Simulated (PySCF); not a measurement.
Electron correlation in N⁺ (nitrogen, charge +1)

[He] 2s2 2p2, high-spin 3P determinant. Calculation: PySCF 2.14, in x2c-SVPall (3s2p1d, 14 functions); the spin-free X2C one-electron Hamiltonian (Gaussian nucleus). Frozen: 1s2; 4 electrons correlated.

MP2 pair energies summed by pair of shells (mhartree):

```csv
pair,energy,share (%)
2s-2p,-31.69,58.4
2s-2s,-17.18,31.7
2p-2p,-5.39,9.9
```

Total MP2 correlation energy: -54.27 mhartree.

Same-spin part -8.76 and opposite-spin part -45.51 mhartree; SCS-MP2 scales them by 1/3 and 6/5 to -57.53 mhartree.

```json
{"level": "CCSD", "correlation energy (mhartree)": "-75.59"}
{"level": "(T)", "correlation energy (mhartree)": "-0.83"}
{"level": "CCSD(T)", "correlation energy (mhartree)": "-76.42"}
```

Diagnostics: T1 = 0.0055, D1 = 0.0114, largest double amplitude 0.128.

Cost of the coupled-cluster step: 0.1 s of wall time on 1 thread of Neoverse-V1 (shared host), for 4 correlated electrons.

Iterations:

```
CC2 = 0
CCSD nocc = (np.int64(3), np.int64(1)), nmo = (13, 13)
frozen orbitals [[0], [0]]
max_cycle = 100
direct = 0
conv_tol = 1e-08
conv_tol_normt = 1e-06
diis_space = 8
diis_start_cycle = 0
Init t2, MP2 energy = -0.0542656837456894
Init E_corr(UCCSD) = -0.0542656837475925
cycle = 1  E_corr(UCCSD) = -0.0681416353483315  dE = -0.0138759516  norm(t1,t2) = 0.0408422
cycle = 2  E_corr(UCCSD) = -0.0724421046748502  dE = -0.00430046933  norm(t1,t2) = 0.0183041
cycle = 3  E_corr(UCCSD) = -0.0756787523994262  dE = -0.00323664772  norm(t1,t2) = 0.00924229
cycle = 4  E_corr(UCCSD) = -0.0755836491596126  dE = 9.51032398e-05  norm(t1,t2) = 0.000959087
cycle = 5  E_corr(UCCSD) = -0.0755953150445288  dE = -1.16658849e-05  norm(t1,t2) = 0.000143204
cycle = 6  E_corr(UCCSD) = -0.0755905498834818  dE = 4.76516105e-06  norm(t1,t2) = 2.24429e-05
cycle = 7  E_corr(UCCSD) = -0.0755929192411625  dE = -2.36935768e-06  norm(t1,t2) = 6.01274e-06
cycle = 8  E_corr(UCCSD) = -0.0755921816082115  dE = 7.37632951e-07  norm(t1,t2) = 2.24697e-06
cycle = 9  E_corr(UCCSD) = -0.0755921402203162  dE = 4.13878953e-08  norm(t1,t2) = 1.7862e-07
cycle = 10  E_corr(UCCSD) = -0.0755921512905077  dE = -1.10701915e-08  norm(t1,t2) = 3.23452e-08
cycle = 11  E_corr(UCCSD) = -0.0755921494041432  dE = 1.88636451e-09  norm(t1,t2) = 7.51355e-09
UCCSD converged
E(UCCSD) = -53.92545757764941  E_corr = -0.07559214940414319
UCCSD(T) correction = -0.000829594654602823
```
